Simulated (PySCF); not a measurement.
**A small calculation by hand: chemical shift, span and skew from a shielding tensor**

ClFH4Si2, SMILES [SiH2]([SiH2]F)Cl. Atoms are numbered in the order given.

```xyz
8

Si    -1.3777    -0.5208     0.6087
F     -2.1467    -0.2429    -0.8050
Si     0.9307    -0.6139     0.1886
Cl     1.5421     1.2861    -0.4221
H     -1.6921     0.5918     1.5463
H     -1.8775    -1.8104     1.1658
H      1.2623    -1.5927    -0.8829
H      1.6693    -0.9807     1.4306
```

Geometry optimised at B3LYP-D3(BJ)/def2-SVP. The structure was generated by enumeration, and PubChem lists no compound with its InChIKey, so it may never have been made. The values are those of a single conformer.

GIAO shieldings from PBE0/pcSseg-1 in PySCF, non-relativistic, no solvent. The symmetric part of the tensor of Si1 has the principal values 272.4, 317.8, 442.5 ppm. The same nucleus in TMS has σ = 352.7 ppm at this level (PySCF, at its B3LYP-D3(BJ)/def2-TZVP geometry). Without spin–orbit terms, shifts of atoms bonded to Cl or Br come out too high.

### Question
Work out the isotropic shielding, the ²⁹Si shift against TMS, the span and the skew.

### Answer

σ(iso) = (σ11 + σ22 + σ33)/3 = 344.2 ppm. δ = σ(ref) − σ(iso) = 352.7 − (344.2) = 8.5 ppm.
Span Ω = σ33 − σ11 = 170.1 ppm. Skew κ = 3(σ(iso) − σ22)/Ω = 0.47. Tumbling in solution averages the tensor to δ; in a static solid the shielding alone would spread this spin-1/2 line over Ω.
